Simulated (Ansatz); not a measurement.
Reaction (formal exchange of groups at the In–C bond): `C[CH2][InH][O][SiH3]` + CH₄ → `[CH3][InH][O][SiH3]` + `CC`

Calculated with Ansatz (gas phase, PBE0-D4/def2-TZVP geometries, no zero-point term in ΔE). CCSD(T)/CBS adds triple-zeta CCSD(T) − MP2 to the extrapolated MP2 energy (def2 sets, frozen cores). This one scheme is used for every species. DFT in def2-TZVPP. Elements past krypton have def2 core potentials. For In outer-core shells are correlated without core-valence functions, which leaves a few kJ/mol of doubt a bond. Each species was taken in one conformer, which may not be the lowest.

`C[CH2][InH][O][SiH3]`:

Cartesian coordinates in Å:
```
C -0.218 -0.844 -1.425
C 1.275 -0.717 -1.159
In 1.750 0.348 0.646
O 0.099 0.961 1.602
Si -1.516 0.978 1.587
H -0.733 -1.379 -0.623
H -0.407 -1.390 -2.354
H -0.702 0.131 -1.517
H 1.783 -0.198 -1.976
H 1.752 -1.699 -1.083
H 3.111 0.851 1.548
H -2.042 1.696 2.782
H -2.059 1.664 0.374
H -2.093 -0.401 1.598
```

CH₄:

Z-matrix (Å, degrees):
```
C
H 1 1.090
H 1 1.090 2 109.5
H 1 1.090 2 109.5 3 -120.0
H 1 1.090 2 109.5 3 120.0
```

`[CH3][InH][O][SiH3]`:

Cartesian coordinates in Å:
```
C -0.720 0.565 1.809
In 0.561 -0.998 1.128
O 0.832 -0.882 -0.855
Si 0.309 0.042 -2.078
H -1.613 0.585 1.183
H -0.202 1.519 1.694
H -1.006 0.436 2.852
H 1.443 -2.324 1.737
H 0.277 -0.736 -3.348
H 1.190 1.229 -2.289
H -1.072 0.565 -1.833
```

`CC`:

Cartesian coordinates in Å:
```
C 0.343 -0.585 0.341
C -0.343 0.585 -0.341
H 1.135 -0.247 1.014
H -0.363 -1.172 0.933
H 0.799 -1.259 -0.388
H -1.134 0.247 -1.014
H 0.363 1.172 -0.933
H -0.800 1.259 0.388
```

```json
{"level": "r2SCAN0-D4", "ΔE (kJ/mol)": "-5.2"}
{"level": "HF/CBS(def2)", "ΔE (kJ/mol)": "-13.9"}
```

Task: What does CCSD(T)/CBS give? (Best estimate.)

Result: Ansatz gave: -2.4 kJ/mol. The listed levels differ from it by -2.8, -11.5 kJ/mol.

Largest T1 diagnostic among the species: 0.014.

Leaving LDA and LC-ωPBE aside and taking each functional with its dispersion term where it has one, the values, not all of them listed here, spread over 6.2 kJ/mol, from B2PLYP to BLYP-D4. LDA lies +4.9 kJ/mol from PBE without D4. In def2-TZVPP, CCSD(T) changes the Hartree–Fock value by +9.5 kJ/mol (the triples alone add +1.6 kJ/mol) and MP2 by +10.6 kJ/mol.

CCSD(T)/CBS has its own doubt, a few kJ/mol and more with outer-core shells, so smaller differences from it don't rank the levels.
